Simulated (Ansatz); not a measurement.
Molecule: CTa (charge 0, quartet). The spin state was set by rule; other spins were not relaxed. SMILES: [C][Ta]
Geometry from a B3LYP-D3(BJ)/def2-TZVP (Ansatz, a program for electronic structure) optimisation:
```xyz
2

Ta     0.0000     0.0000    -0.1349
C      0.0000     0.0000     1.6416
```
Charge 0, spin multiplicity 4.

Wanted: atomisation energy (electronic, to ground-state atoms), in kJ/mol. Cores are frozen in the correlated levels unless marked. Open shells are spin-unrestricted. Spin-orbit coupling is left out. Frozen are the shells of the preceding noble gas and the d and f shells that filled before the atom's block. Past Kr the def2 sets carry scalar-relativistic core potentials. The coupled-cluster limit lacks core correlation, which all-electron functionals hold. CBS marks a two-point X^-3 extrapolation of the correlation energy; Hartree-Fock from the larger set.

| level | program | atomisation energy (kJ/mol) |
|---|---|---|
| BLYP/def2-TZVPD | Ansatz | 479.8 |

Estimate the value at CCSD(T)/CBS(def2-TZVPPD,def2-QZVPPD) as computed with Ansatz.

442.1 kJ/mol, so BLYP/def2-TZVPD differs from it by 37.7 kJ/mol.
